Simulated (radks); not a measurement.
Question: Tm XXXII, 38 electrons, occupied as [Kr] 4d2 (the NIST ground configuration). Method: Dirac Kohn-Sham, PBEsol, spin-unpolarised, spherical densities, finite nucleus; open shells are shared between the two j in proportion to 2j + 1; Fermi nuclear charge, rms radius 5.2256 fm; computed with a radial shooting solver on a logarithmic mesh with Libxc functionals.

Spin-orbit splittings of the eigenvalues, e(l+1/2) - e(l-1/2), with zeta = 2 splitting/(2l+1) and mean radii in bohr:

| shell | occ. | splitting (eV) | zeta (eV) | <r> j=l-1/2 | <r> j=l+1/2 |
|---|---|---|---|---|---|
| 2p | 6 | ? | ? | 0.07007 | 0.07744 |
| 3p | 6 | 211.2 | 140.8 | 0.2083 | 0.2217 |
| 3d | 10 | 46.47 | 18.59 | 0.1946 | 0.1987 |
| 4p | 6 | 62.27 | 41.51 | 0.4529 | 0.4736 |
| 4d | 2 | 13.23 | 5.293 | 0.4668 | 0.4727 |
| 4f | 0 | 3.386 | 0.9673 | 0.4451 | 0.4474 |
| 5p | 0 | 25.52 | 17.01 | 0.8056 | 0.8332 |

Estimate the 2p splitting.

Answer: 979.8 eV (zeta = 653.2 eV).
